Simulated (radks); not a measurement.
Problem. Spherical quantum dot in the effective-mass picture: electrons in a parabolic well V = omega^2 r^2 / 2 with omega = 0.164, all in effective atomic units (hartree* = m*/eps^2 hartree, bohr* = eps/m* bohr), one dielectric constant everywhere. Calculated with a radial shooting solver with Libxc functionals: non-relativistic Kohn-Sham, LDA (Slater exchange, Perdew-Wang correlation), spin-polarised, spherical densities. Levels are named by radial order and angular momentum (1s, 1p, 1d, 2s, ...), and open shells are averaged over m. Each electron was tried in the lowest free levels, single moves between levels near the top were tried too, and the lowest total energy was kept; such a search can miss a lower state. Give the order in which the levels fill up to N = 41, the shell closures and the spin along the way.

Solution. Shells are first occupied in the order 1s, 1p, 1d, 2s, 1f, 2p, 1g. Open shells at each N (closed shells left out): 1: 1s(up 1, down 0); 2: none; 3: 1p(up 1, down 0); 4: 1p(up 2, down 0); 5: 1p(up 3, down 0); 6: 1p(up 3, down 1); 7: 1p(up 3, down 2); 8: none; 9: 1d(up 1, down 0); 10: 1d(up 2, down 0); 11: 1d(up 3, down 0); 12: 1d(up 4, down 0); 13: 1d(up 5, down 0); 14: 1d(up 5, down 1); 15: 1d(up 5, down 2); 16: 1d(up 5, down 3); 17: 1d(up 5, down 4); 18: none; 19: 2s(up 1, down 0); 20: none; 21: 1f(up 1, down 0); 22: 1f(up 2, down 0); 23: 1f(up 3, down 0); 24: 1f(up 4, down 0); 25: 1f(up 5, down 0); 26: 1f(up 6, down 0); 27: 1f(up 7, down 0); 28: 1f(up 7, down 1); 29: 1f(up 7, down 2); 30: 1f(up 7, down 3); 31: 1f(up 7, down 4); 32: 1f(up 7, down 5); 33: 1f(up 7, down 6); 34: none; 35: 2p(up 1, down 0); 36: 2p(up 2, down 0); 37: 2p(up 3, down 0); 38: 2p(up 3, down 1); 39: 2p(up 3, down 2); 40: none; 41: 1g(up 1, down 0). All shells are closed at N = 2, 8, 18, 20, 34, 40 (there: 1s2 1p6 1d10 2s2 1f14 2p6). Largest 2S: 7, at N = 27.
